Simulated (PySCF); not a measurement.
# Electron correlation in Pd (palladium, neutral)

[Kr] 4d9 5s1, high-spin 3D determinant (an excited configuration). Calculation: PySCF 2.14, in def2-QZVPPD with the def2 core potential (28 electrons); a scalar-relativistic core potential. Frozen: 4s2 4p6; 10 electrons correlated.

```csv
level,correlation energy (mhartree)
CCSD,-321.32
(T),-14.82
CCSD(T),-336.14
```

Diagnostics: T1 = 0.018, D1 = 0.0755, largest double amplitude 0.021.

Task: Is a single reference adequate?

Result: Yes, within this model without spin-orbit coupling: T1 lies below 0.03 and no double amplitude reaches 0.07.
